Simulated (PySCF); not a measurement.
# Worked example: oscillator strength and radiative lifetime

silylsulfanylsilane (H6SSi2), SMILES [SiH3]S[SiH3].

Geometry optimised at PBE-D3(BJ)/def2-SVP.

TDDFT-LC-ωPBE/def2-SVPD (PySCF) puts the first singlet state with f over 0.02 at 6.42 eV (vertical), with the transition dipole (-0.001, 0.383, 0.000) in atomic units.

Problem. Find the oscillator strength, the wavelength and the radiative lifetime that this transition would have in vacuum if emission retraced absorption.

Solution. 
|μ|² = 0.1467 au, so |μ| = 0.97 D. ΔE = 6.42/27.211 = 0.2359 hartree. f = (2/3) ΔE |μ|² = 0.023 (the program prints 0.023).
λ = 1239.84/6.42 = 193 nm; ν = 51781 cm⁻¹.
Einstein's coefficient A = 0.6670 ν² f s⁻¹ (ν in cm⁻¹) = 4.1e7 s⁻¹, so τ = 1/A = 24 ns. This state is S1. The figure is the radiative limit of this one transition; relaxation, internal conversion, crossing to triplets and a medium change what is measured.
